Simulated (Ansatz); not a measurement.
The input (input.yaml):

```yaml
crystal:
  periodic: [false, false, false]
  atoms:
    - { symbol: Ti, position_ang: [0.229885, 0.135423, 0.180286] }
    - { symbol: "N", position_ang: [0.043676, 0.091482, 2.16168] }
    - { symbol: H, position_ang: [-0.883672, -0.153157, 2.51534] }
    - { symbol: H, position_ang: [0.731191, -0.491115, 2.64458] }
    - { symbol: Cl, position_ang: [2.204702, -0.268776, -0.683211] }
    - { symbol: F, position_ang: [-0.900835, 1.154318, -0.62896] }
    - { symbol: F, position_ang: [-0.542673, -1.400175, -0.065988] }
    - { symbol: S, position_ang: [1.248079, 2.486011, 1.216791] }
    - { symbol: H, position_ang: [2.47975, 1.981372, 1.444413] }
    - { symbol: H, position_ang: [0.553396, 1.421718, 2.099871] }
basis:
  gaussian: { orbitals: def2-SVP }
hamiltonian:
  xc: pbe0
  dispersion: d4
phonons: {}
```

Command:

```bash
$ ansatz run input.yaml --threads 4 --pin off --max-ram 5120MiB --backend cpu --events-out ev --progress --plain --runs-dir out
```

Hardware: 4 threads of Arm Neoverse V2 (shared host).

Task: Roughly how long does this run take, and how much memory?

Result: 110 s, with a peak of 0.27 GiB, for 0 ionic steps.
